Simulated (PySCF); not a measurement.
Isomers of CH7B3. Isolated molecules, 0 K electronic values unless said otherwise. One relaxed conformer stands for each flexible species; it need not be the lowest. Strings in code marks are SMILES.

Level of theory: PBE-D3(BJ)/def2-TZVP // B3LYP-D3(BJ)/def2-TZVP in PySCF. All candidates: neutral, multiplicity 1. Excitations are Tamm–Dancoff values on a coarser integration grid. The basis has no diffuse functions, so Rydberg states are missing or too high.

```json
{
  "S1 excitation (TDA)": "3.82 eV",
  "T1 excitation (TDA)": "2.89 eV",
  "HOMO–LUMO gap": "3.30 eV"
}
```

Task: Which member has these values?
(A) `BBBC`
(B) `BBCB`
(C) `BB(B)C`

Result: C, `BB(B)C`. The others give `BBCB`: 4.30 eV, 3.56 eV, 3.96 eV; `BBBC`: 4.53 eV, 3.66 eV, 4.06 eV
